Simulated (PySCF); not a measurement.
Worked example: entropy of an ideal gas

(1S)-2,2-difluorocyclopropan-1-ol (C₃H₄F₂O), SMILES O[C@@H]1C(F)(C1)F.

Coordinates come from a B3LYP-D3(BJ)/def2-SVP optimisation. Other conformers were not sampled.

B3LYP-D3(BJ)/def2-SVP run with PySCF gives the harmonic wavenumbers 160, 213, 255, 391, 458, 482, 616, 718, 842, 898, 988, 1004, 1050, 1091, 1199, 1283, 1310, 1350, 1389, 1523, 3130, 3149, 3238, 3787 cm⁻¹ and the rotational temperatures 0.2734, 0.1503, 0.1288 K. The molar mass is 94.06 g/mol, the symmetry number 1, the spin multiplicity 1.

Question: Work out the entropy at 298.15 K and 1 atm in the rigid-rotor, harmonic-oscillator model.

Answer: 
Translation (Sackur–Tetrode at 1 atm): S = R[1.5 ln M + 2.5 ln T − 1.16487] = 165.4 J/(mol K).
Rotation: q = (√π/σ) T^1.5/√(θA θB θC) = 125000, S = R[ln q + 3/2] = 110.1 J/(mol K).
Vibration: with u = 1.4388 ν/T, each mode gives R[u/(e^u − 1) − ln(1 − e^−u)]:
```tsv
ν (cm⁻¹)	modes	u	S (J/(mol K))
160	1	0.77	10.67
213	1	1.03	8.44
255	1	1.23	7.10
391	1	1.89	4.17
458	1	2.21	3.23
482	1	2.33	2.95
616	1	2.97	1.77
718	1	3.46	1.19
842	1	4.06	0.74
898	1	4.33	0.59
988	1	4.77	0.41
1004	1	4.84	0.39
1050	1	5.07	0.32
1091	1	5.26	0.27
1199	1	5.79	0.17
1283	1	6.19	0.12
1310	1	6.32	0.11
1350	1	6.51	0.09
1389	1	6.70	0.08
1523	1	7.35	0.04
```
The stiffer modes add less than 0.005 each. Sum 42.8 J/(mol K).
Spin: R ln 1 = 0.0 J/(mol K).
Total 318.3 J/(mol K); the program's own thermochemistry gives 318.4. Translation makes up 52 % and vibration 13 %. Anharmonicity, hindered rotation and orbital degeneracy are left out.
